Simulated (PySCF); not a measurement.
PySCF job for C2H5ClOSi, SMILES [Si@H](Cl)(O)C=C, TDA-PBE/def2-SVPD. Coordinates come from a PBE-D3(BJ)/def2-SVP optimisation. The structure was generated by enumeration; whether it is a known compound was not checked. One conformer was computed; it need not be the lowest.

```python
import numpy as np
from pyscf import gto, scf, dft, tdscf

mol = gto.M(
    atom='''
    C     2.20170191    1.28161339   -0.29820918
    C     1.54734266    0.11024365   -0.43370042
    Si   -0.31806313    0.03727925   -0.49446388
    O    -0.99128591    1.50798085   -0.06349915
    Cl   -0.91383905   -1.48384270    0.81247522
    H     1.65397026    2.23770723   -0.22548693
    H     3.30299847    1.34279346   -0.25663778
    H     2.12922427   -0.82715080   -0.50508039
    H    -0.88170369   -0.27266982   -1.84168799
    H    -0.78032160    1.80774702    0.83875968
    ''',
    basis='def2-SVPD',
    charge=0,
    spin=0,
    max_memory=1600,
    verbose=4,
)
mf = dft.RKS(mol, xc='pbe').density_fit(auxbasis='def2-universal-jkfit')
mf.grids.level = 3
mf.conv_tol = 1e-9
mf.max_cycle = 100
mf.kernel()
mf.grids = dft.Grids(mol).set(level=1).build(with_non0tab=True)  # coarser grid for the response kernel
td = tdscf.TDA(mf)
td.singlet = True
td.nstates = 10
td.conv_tol = 1e-4
td.positive_eig_threshold = 1e-6
td.kernel(x0=td.get_init_guess(mf, 15))
td.analyze()
tt = tdscf.TDA(mf)
tt.singlet = False
tt.nstates = 4
tt.conv_tol = 1e-4
tt.positive_eig_threshold = 1e-6
tt.kernel(x0=tt.get_init_guess(mf, 9))
tt.analyze(verbose=3)
```

Log of the run:

```
PySCF version 2.14.0

[INPUT] verbose = 4
[INPUT] num. atoms = 10
[INPUT] num. electrons = 56
[INPUT] charge = 0
[INPUT] spin (= nelec alpha-beta = 2S) = 0
[INPUT] symmetry False subgroup None
[INPUT] Mole.unit = angstrom
[INPUT] Symbol           X                Y                Z      unit          X                Y                Z       unit  Magmom
[INPUT]  1 C      2.201701910000   1.281613390000  -0.298209180000 AA    4.160613617832   2.421898304675  -0.563533678031 Bohr   0.0
[INPUT]  2 C      1.547342660000   0.110243650000  -0.433700420000 AA    2.924053848256   0.208330305472  -0.819575013909 Bohr   0.0
[INPUT]  3 Si    -0.318063130000   0.037279250000  -0.494463880000 AA   -0.601052206022   0.070447572629  -0.934401311690 Bohr   0.0
[INPUT]  4 O     -0.991285910000   1.507980850000  -0.063499150000 AA   -1.873258881040   2.849670807589  -0.119996002643 Bohr   0.0
[INPUT]  5 Cl    -0.913839050000  -1.483842700000   0.812475220000 AA   -1.726905526433  -2.804056314935   1.535355648796 Bohr   0.0
[INPUT]  6 H      1.653970260000   2.237707230000  -0.225486930000 AA    3.125550809576   4.228653811659  -0.426108542369 Bohr   0.0
[INPUT]  7 H      3.302998470000   1.342793460000  -0.256637780000 AA    6.241762498157   2.537511881257  -0.484975117416 Bohr   0.0
[INPUT]  8 H      2.129224270000  -0.827150800000  -0.505080390000 AA    4.023650728077  -1.563088475715  -0.954463607989 Bohr   0.0
[INPUT]  9 H     -0.881703690000  -0.272669820000  -1.841687990000 AA   -1.666178497118  -0.515271282234  -3.480285908001 Bohr   0.0
[INPUT] 10 H     -0.780321600000   1.807747020000   0.838759680000 AA   -1.474594113082   3.416146770299   1.585026079528 Bohr   0.0

nuclear repulsion = 274.448560259741
number of shells = 66
number of NR pGTOs = 230
number of NR cGTOs = 154
basis = def2-SVPD
ecp = {}


[settings echo left out]
init E= -903.539382850857
  HOMO = -0.325915248867456  LUMO = -0.123256451295861  gap/eV = 5.51463
cycle= 1 E= -903.211828487319  delta_E= 0.328  |g|= 0.824  |ddm|=  4.2
  HOMO = -0.128352548256054  LUMO = -0.0308675986029776  gap/eV = 2.65270
cycle= 2 E= -902.626093053766  delta_E= 0.586  |g|= 1.85  |ddm|=  2.6
  HOMO = -0.245880195933285  LUMO = -0.0595327714099056  gap/eV = 5.07077
cycle= 3 E= -903.338647624814  delta_E= -0.713  |g|= 0.248  |ddm|=  1.9
  HOMO = -0.275457388838475  LUMO = -0.0810174771023862  gap/eV = 5.29098
cycle= 4 E= -903.353388284815  delta_E= -0.0147  |g|= 0.0877  |ddm|= 0.422
  HOMO = -0.268034100632668  LUMO = -0.0760833910329297  gap/eV = 5.22324
cycle= 5 E= -903.354796792944  delta_E= -0.00141  |g|= 0.0498  |ddm|= 0.142
  HOMO = -0.267394929305435  LUMO = -0.0752229037178993  gap/eV = 5.22927
cycle= 6 E= -903.355417227192  delta_E= -0.00062  |g|= 0.0152  |ddm|= 0.0602
  HOMO = -0.267614646212399  LUMO = -0.0753752090334494  gap/eV = 5.23110
cycle= 7 E= -903.355485341916  delta_E= -6.81e-05  |g|= 0.0031  |ddm|= 0.0233
  HOMO = -0.267551688865601  LUMO = -0.0753101470377828  gap/eV = 5.23116
cycle= 8 E= -903.355487976987  delta_E= -2.64e-06  |g|= 0.000561  |ddm|= 0.00503
  HOMO = -0.267540197069617  LUMO = -0.0753101124447748  gap/eV = 5.23085
cycle= 9 E= -903.355488065992  delta_E= -8.9e-08  |g|= 0.000121  |ddm|= 0.00132
  HOMO = -0.267536841607204  LUMO = -0.0753050111677855  gap/eV = 5.23089
cycle= 10 E= -903.355488069395  delta_E= -3.4e-09  |g|= 6.06e-05  |ddm|= 0.000277
  HOMO = -0.267544602725456  LUMO = -0.0753128152242848  gap/eV = 5.23089
cycle= 11 E= -903.355488070393  delta_E= -9.99e-10  |g|= 2.2e-05  |ddm|= 0.00012
  HOMO = -0.267538314972433  LUMO = -0.0753066137571619  gap/eV = 5.23089
Extra cycle  E= -903.355488070197  delta_E= 1.96e-10  |g|= 3.45e-05  |ddm|= 8.15e-05
converged SCF energy = -903.355488070197
tot grids = 40632
Overwritten attributes  positive_eig_threshold  of <class 'pyscf.tdscf.rks.TDA'>


******** <class 'pyscf.tdscf.rks.TDA'> for <class 'pyscf.df.df_jk.DFRKS'> ********
nstates = 10 singlet
deg_eia_thresh = 1.000e-03
wfnsym = None
conv_tol = 0.0001
eigh lindep = 1e-12
eigh level_shift = 0
eigh max_cycle = 100


Excitation energies (eV)
[5.49232469 5.72892434 6.0485565  6.51714591 6.66728358 6.72987733
 7.0369134  7.15800297 7.2120097  7.37690073]

** Singlet excitation energies and oscillator strengths **
Excited State   1:      5.49232 eV    225.74 nm  f=0.0061
      27 -> 29        0.66213
      28 -> 29       -0.22477
Excited State   2:      5.72892 eV    216.42 nm  f=0.0040
      26 -> 29        0.68919
      28 -> 29        0.13515
Excited State   3:      6.04856 eV    204.98 nm  f=0.0012
      25 -> 29       -0.69861
Excited State   4:      6.51715 eV    190.24 nm  f=0.0376
      24 -> 29        0.12103
      28 -> 29       -0.18156
      28 -> 30        0.66293
Excited State   5:      6.66728 eV    185.96 nm  f=0.0121
      24 -> 29        0.44073
      27 -> 30        0.50774
      28 -> 29       -0.10893
      28 -> 30       -0.14940
Excited State   6:      6.72988 eV    184.23 nm  f=0.0357
      24 -> 29        0.47312
      26 -> 30        0.10200
      27 -> 30       -0.48367
Excited State   7:      7.03691 eV    176.19 nm  f=0.0938
      22 -> 29       -0.11180
      23 -> 29       -0.22501
      24 -> 29       -0.19242
      26 -> 30        0.34208
      27 -> 29       -0.10017
      27 -> 31       -0.13561
      28 -> 29       -0.31147
      28 -> 30       -0.10194
      28 -> 31       -0.34859
Excited State   8:      7.15800 eV    173.21 nm  f=0.1219
      26 -> 30        0.56431
      27 -> 31        0.13556
      28 -> 29        0.19937
      28 -> 31        0.26323
Excited State   9:      7.21201 eV    171.91 nm  f=0.0093
      23 -> 29       -0.62337
      25 -> 30        0.14846
      26 -> 30       -0.17903
      28 -> 31        0.20368
Excited State  10:      7.37690 eV    168.07 nm  f=0.0051
      22 -> 29       -0.21176
      23 -> 29        0.14320
      24 -> 29       -0.10076
      25 -> 30        0.24891
      27 -> 31       -0.31462
      28 -> 29       -0.16963
      28 -> 31        0.44510

** Transition electric dipole moments (AU) **
state          X           Y           Z        Dip. S.      Osc.
  1        -0.1167     -0.1360      0.1138      0.0451      0.0061
  2         0.1557     -0.0653      0.0180      0.0288      0.0040
  3        -0.0723     -0.0129      0.0515      0.0080      0.0012
  4        -0.4067     -0.1523      0.2163      0.2354      0.0376
  5        -0.2260     -0.1436      0.0482      0.0740      0.0121
  6        -0.2827     -0.3431     -0.1369      0.2164      0.0357
  7        -0.6255     -0.3864     -0.0614      0.5443      0.0938
  8         0.5907      0.5734     -0.1322      0.6953      0.1219
  9        -0.0784     -0.2003      0.0800      0.0527      0.0093
 10        -0.1247     -0.1031      0.0459      0.0283      0.0051

** Transition velocity dipole moments (imaginary part, AU) **
state          X           Y           Z        Dip. S.      Osc.
  1        -0.0197     -0.0109     -0.0280      0.0013      0.0043
  2         0.0184     -0.0187      0.0000      0.0007      0.0022
  3        -0.0138      0.0047      0.0004      0.0002      0.0006
  4        -0.0544     -0.0011      0.0604      0.0066      0.0184
  5        -0.0301      0.0027      0.0138      0.0011      0.0030
  6        -0.0377     -0.0363     -0.0069      0.0028      0.0075
  7        -0.0818     -0.0140     -0.0029      0.0069      0.0178
  8         0.0952      0.0751     -0.0307      0.0156      0.0396
  9        -0.0170     -0.0373      0.0037      0.0017      0.0043
 10         0.0107      0.0199      0.0237      0.0011      0.0026

** Transition magnetic dipole moments (imaginary part, AU) **
state          X           Y           Z
  1        -0.1064     -0.0794      0.0695
  2        -0.0073     -0.0050     -0.0465
  3         0.0373     -0.4012     -0.0722
  4        -0.1563      0.4897      0.1227
  5         0.0472     -0.0302      0.2841
  6         0.4162      0.3204     -0.0047
  7         0.1218     -0.7461      0.2885
  8         0.1609      0.2027      0.3821
  9        -0.5684     -0.5591     -0.1306
 10         0.0908     -0.2289     -0.0455


******** <class 'pyscf.tdscf.rks.TDA'> for <class 'pyscf.df.df_jk.DFRKS'> ********
nstates = 4 triplet
deg_eia_thresh = 1.000e-03
wfnsym = None
conv_tol = 0.0001
eigh lindep = 1e-12
eigh level_shift = 0
eigh max_cycle = 100


Excitation energies (eV)
[4.22020379 5.14707427 5.65822246 5.89520983]

** Triplet excitation energies and oscillator strengths **
Excited State   1:      4.22020 eV    293.79 nm  f=0.0000
Excited State   2:      5.14707 eV    240.88 nm  f=0.0000
Excited State   3:      5.65822 eV    219.12 nm  f=0.0000
Excited State   4:      5.89521 eV    210.31 nm  f=0.0000
```

The run converged.

Cost: around 70 core-seconds (rough).
